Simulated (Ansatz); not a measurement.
Name a neutral molecule of B, C, Si and H with size of the dipole moment (B3LYP/def2-TZVPP) between 0.80 and 1.10 D and HOMO energy (B3LYP/def2-TZVPP) between -8.05 and -7.75 eV (Ansatz, PBE0-D4/def2-TZVP geometry).

`BC(=C)[SiH2]C` (1.03 D, -8.05 eV); `BBC[SiH3]` (0.90 D, -7.91 eV); `C=CBC[SiH3]` (1.10 D, -7.89 eV); `B[SiH2]C[SiH3]` (1.08 D, -7.83 eV). Other molecules can fit too; these were computed, each in one conformer that needn't be the lowest.

B3LYP here is the variant with VWN-RPA as its local correlation; programs differ in this.
